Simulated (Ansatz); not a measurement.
Relaxation of the cluster W₃O₅ with RKS r2SCAN-D4/def2-SVP.

```sh
$ ansatz run in.yaml --threads 4 --pin off --events-out ev --progress --plain --max-ram 4787MiB
```

```yaml
crystal:
  periodic: [false, false, false]
  atoms:
    - {symbol: W, position_ang: [-1.426670, -0.352460, 0.444350]}
    - {symbol: W, position_ang: [0.969100, 0.385700, -0.964960]}
    - {symbol: W, position_ang: [0.904320, -0.290340, 1.588590]}
    - {symbol: O, position_ang: [-0.834320, -0.022680, -1.238250]}
    - {symbol: O, position_ang: [-0.692970, -1.751260, 1.251900]}
    - {symbol: O, position_ang: [2.142830, -0.750770, -1.458880]}
    - {symbol: O, position_ang: [-2.470230, 0.750470, 1.208120]}
    - {symbol: O, position_ang: [1.407940, 2.031340, -0.830890]}
basis:
  gaussian: {orbitals: def2-SVP}
hamiltonian: {xc: r2scan, dispersion: d4}
scf: {lower_state_search: "off"}
output: {orbitals: {seedname: orbitals}}
relax: {f_tol: 0.02, max_steps: 100}
```

Hardware: 4 threads of AMD EPYC 9R45 on a shared host. Wall time 27 s.

Positions (Å) and forces (eV/Å) at steps 1, 2, 3, 4, 5, 6, 7, 8, 9, 10, 12 of 12:

```xyz
8
step=1 energy=-15705.9505 eV
W    -1.427   -0.352    0.444    1.207    1.132    1.913
W     0.969    0.386   -0.965    0.953   -0.023    2.928
W     0.904   -0.290    1.589   -3.412   -0.362   -2.048
O    -0.834   -0.023   -1.238   -1.840    0.087   -3.674
O    -0.693   -1.751    1.252    2.048   -2.581    2.006
O     2.143   -0.751   -1.459    1.558   -1.142   -1.383
O    -2.470    0.750    1.208   -1.518    1.097    0.834
O     1.408    2.031   -0.831    1.004    1.791   -0.577
8
step=2 energy=-15707.0943 eV
W    -1.337   -0.306    0.523   -3.218    1.400   -1.508
W     1.020    0.376   -0.847    0.741    0.585   -2.509
W     0.724   -0.286    1.506    0.299   -1.117    2.706
O    -0.840   -0.014   -1.271    0.154    0.145   -0.613
O    -0.680   -1.834    1.310    2.093   -0.954    1.136
O     2.173   -0.741   -1.546   -0.227    0.231    0.142
O    -2.526    0.740    1.231   -0.141    0.125    0.456
O     1.467    2.063   -0.906    0.298   -0.415    0.189
8
step=3 energy=-15707.6975 eV
W    -1.425   -0.320    0.502   -0.430    1.731   -0.524
W     1.033    0.392   -0.916    0.234    0.239   -0.545
W     0.670   -0.210    1.545   -1.284   -1.159    0.366
O    -0.874    0.082   -1.294    0.091   -0.088    0.134
O    -0.531   -1.805    1.336    1.524    0.163    0.679
O     2.133   -0.802   -1.567   -0.487    0.568    0.150
O    -2.662    0.631    1.288    0.449   -0.565   -0.253
O     1.656    2.032   -0.894   -0.096   -0.890   -0.008
8
step=4 energy=-15708.0356 eV
W    -1.422   -0.257    0.488   -1.483    1.278    0.037
W     1.019    0.376   -0.933    0.911    0.587   -0.464
W     0.611   -0.142    1.603   -0.748   -0.666   -0.256
O    -0.905    0.165   -1.330    0.404   -0.182    0.764
O    -0.347   -1.743    1.370    0.853    0.294    0.286
O     2.041   -0.843   -1.642   -0.523    0.461    0.248
O    -2.804    0.498    1.277    1.198   -0.667   -0.614
O     1.807    1.947   -0.833   -0.613   -1.105    0.000
8
step=5 energy=-15708.1515 eV
W    -1.468   -0.237    0.477   -0.805    0.783    0.116
W     1.039    0.348   -0.942    0.180    0.407   -0.028
W     0.533   -0.112    1.628    0.465    0.463   -0.027
O    -0.883    0.164   -1.311    0.164   -0.016    0.234
O    -0.234   -1.714    1.420   -0.110   -0.703   -0.015
O     2.015   -0.821   -1.763   -0.154    0.054    0.232
O    -2.854    0.486    1.261    0.755   -0.424   -0.496
O     1.853    1.886   -0.770   -0.496   -0.564   -0.015
8
step=6 energy=-15708.1867 eV
W    -1.471   -0.210    0.479   -0.307    0.158   -0.102
W     1.024    0.356   -0.924    0.167    0.029   -0.117
W     0.541   -0.128    1.626    0.228    0.162   -0.012
O    -0.884    0.176   -1.314   -0.036    0.044    0.323
O    -0.188   -1.740    1.337   -0.116   -0.193    0.050
O     2.007   -0.857   -1.665   -0.039    0.026    0.046
O    -2.842    0.505    1.264    0.248   -0.139   -0.210
O     1.813    1.898   -0.804   -0.145   -0.087    0.022
8
step=7 energy=-15708.1888 eV
W    -1.465   -0.213    0.486    0.377   -0.085   -0.148
W     1.037    0.354   -0.930   -0.153   -0.132   -0.034
W     0.572   -0.142    1.615   -0.214   -0.119    0.138
O    -0.872    0.171   -1.291   -0.168    0.003   -0.040
O    -0.245   -1.742    1.385    0.155    0.120   -0.039
O     2.019   -0.837   -1.703    0.080   -0.088   -0.036
O    -2.840    0.505    1.239   -0.153    0.140    0.106
O     1.794    1.905   -0.801    0.076    0.160    0.053
8
step=8 energy=-15708.1916 eV
W    -1.461   -0.213    0.477   -0.082    0.035    0.194
W     1.016    0.326   -0.947    0.087    0.147    0.058
W     0.567   -0.121    1.611   -0.062   -0.089   -0.243
O    -0.895    0.133   -1.314    0.018    0.062   -0.016
O    -0.207   -1.732    1.381    0.036   -0.036    0.108
O     2.035   -0.828   -1.729    0.039   -0.079    0.001
O    -2.811    0.554    1.234   -0.025   -0.035   -0.057
O     1.755    1.880   -0.712   -0.011   -0.005   -0.045
8
step=9 energy=-15708.1973 eV
W    -1.465   -0.211    0.480    0.018   -0.054   -0.016
W     1.023    0.344   -0.940    0.034   -0.013   -0.007
W     0.564   -0.131    1.610   -0.001   -0.027   -0.004
O    -0.889    0.161   -1.305   -0.034    0.029    0.034
O    -0.207   -1.742    1.377    0.012    0.044   -0.002
O     2.024   -0.843   -1.700   -0.009    0.007    0.015
O    -2.831    0.528    1.239   -0.004    0.022   -0.018
O     1.781    1.895   -0.760   -0.016   -0.008   -0.002
8
step=10 energy=-15708.1975 eV
W    -1.466   -0.218    0.480    0.089   -0.017   -0.016
W     1.021    0.346   -0.937    0.041   -0.016   -0.012
W     0.563   -0.134    1.612   -0.014   -0.046   -0.006
O    -0.890    0.162   -1.301   -0.047    0.018   -0.012
O    -0.200   -1.748    1.376    0.011    0.032    0.015
O     2.019   -0.843   -1.698   -0.004    0.012    0.017
O    -2.826    0.537    1.230   -0.060    0.022    0.016
O     1.779    1.897   -0.763   -0.015   -0.005   -0.001
8
step=12 energy=-15708.1978 eV
W    -1.464   -0.217    0.480   -0.009    0.004   -0.005
W     1.021    0.345   -0.938    0.008   -0.002    0.002
W     0.565   -0.134    1.611    0.004   -0.001    0.002
O    -0.893    0.165   -1.302   -0.010    0.002    0.005
O    -0.199   -1.747    1.379    0.003    0.000   -0.001
O     2.019   -0.844   -1.697    0.004    0.002    0.001
O    -2.828    0.535    1.228    0.004   -0.001   -0.003
O     1.779    1.897   -0.761   -0.004   -0.004   -0.002
```

In the def2 sets W takes a core potential; there is no spin–orbit coupling. The restricted singlet is unstable towards broken spin symmetry in Hartree–Fock (as tested in another run); at r2SCAN-D4/def2-SVP this wasn't settled. Another isomer (triplet) lies 0.68 eV lower at PBE0-D4/def2-TZVP; other spin states weren't run for this one.
